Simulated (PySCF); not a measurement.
# Löwdin shares of the frontier orbitals

Species: [(OH)2Al]2O.
Z-matrix (Å and degrees, PBE0-D3(BJ)/def2-SVP geometry), rows numbered from 1:
```
Al
O   1  1.6969
O   1  1.6951  2  118.37
O   1  1.6853  2  122.74  3  -179.96
Al  4  1.6913  1  168.56  2  -177.11
O   5  1.6948  4  122.19  1  -107.54
O   5  1.6946  4  122.61  1    74.16
H   2  0.9575  1  124.89  3   179.65
H   3  0.9581  1  122.85  2    -0.34
H   6  0.9569  5  124.27  4     1.88
H   7  0.9570  5  124.17  4    -3.24
```

Method: TDDFT B3LYP/def2-SVPD, vertical, gas phase, core orbitals frozen in the response (PySCF 2.14.0, density-fitted response routines).

Kohn–Sham orbitals with the atoms that hold most of them (Löwdin shares over 4%, at most four atoms; ? is withheld):

```json
{"orbital": "LUMO+2", "ε (eV)": "0.37", "atoms": "Al1 21%, O4 15%, O7 12%, O6 11%"}
{"orbital": "LUMO+1", "ε (eV)": "-0.52", "atoms": "Al5 31%, Al1 23%, O4 8%, O3 8%"}
{"orbital": "LUMO", "ε (eV)": "-1.50", "atoms": "Al1 36%, Al5 28%, O4 8%, O2 6%"}
{"orbital": "HOMO", "ε (eV)": "?", "atoms": "?"}
{"orbital": "HOMO-1", "ε (eV)": "-8.82", "atoms": "?"}
{"orbital": "HOMO-2", "ε (eV)": "-8.93", "atoms": "O3 43%, O2 40%, Al1 6%"}
{"orbital": "HOMO-3", "ε (eV)": "-8.97", "atoms": "O4 37%, O6 19%, O7 18%, O2 13%"}
```

Problem. Which atoms hold the HOMO-1, and with what shares?

Solution. O4 (bonded to 2 Al) 36%; O7 (bonded to Al and H) 22%; O6 (bonded to Al and H) 19%; O3 (bonded to Al and H) 11%.

Problem. Which atoms hold the HOMO, and with what shares?

Solution. O7 (bonded to Al and H) 42%; O6 (bonded to Al and H) 41%; Al5 (bonded to 3 O) 6%. By element: oxygen 83% or more, aluminium 6% or more.

Problem. What is the HOMO energy, and the HOMO–LUMO gap?

Solution. ε(HOMO) = -8.78 eV; the gap is 7.27 eV (0.2672 hartree).

Problem. How does S1 compare with the orbital gap of 7.27 eV?

Solution. S1 is at 6.34 eV (f = 0.0040), 0.93 eV below the gap, made of HOMO→LUMO (72%), HOMO-1→LUMO (22%). Without the coupling terms of the response equations the lowest excitation would equal the gap.

Problem. One configuration dominates each of S1, S2 and S3. Which, and how do the shares of the two leading atoms of either orbital change from the occupied to the empty one?

Solution. 
- S1 (6.34 eV, f 0.0040), HOMO→LUMO (72%): O7 42% → at most 7%, O6 41% → at most 7%, Al1 at most 4% → 36%, Al5 6% → 28%
- S2 (6.37 eV, f 0.0047), HOMO-1→LUMO (74%): O4 36% → 8%, O7 22% → at most 7%, Al1 at most 11% → 36%, Al5 at most 11% → 28%
- S3 (6.45 eV, f 0.0008), HOMO-2→LUMO (94%): O3 43% → at most 7%, O2 40% → 6%, Al1 6% → 36%, Al5 at most 4% → 28%

On one thread, Arm Neoverse V1 (aarch64), shared host with 32 logical CPUs at a one-minute load of 32, this took 3.7 min (grids of density and orbitals included) and 1.0 GiB of memory at its peak.

One conformer stands for the species.
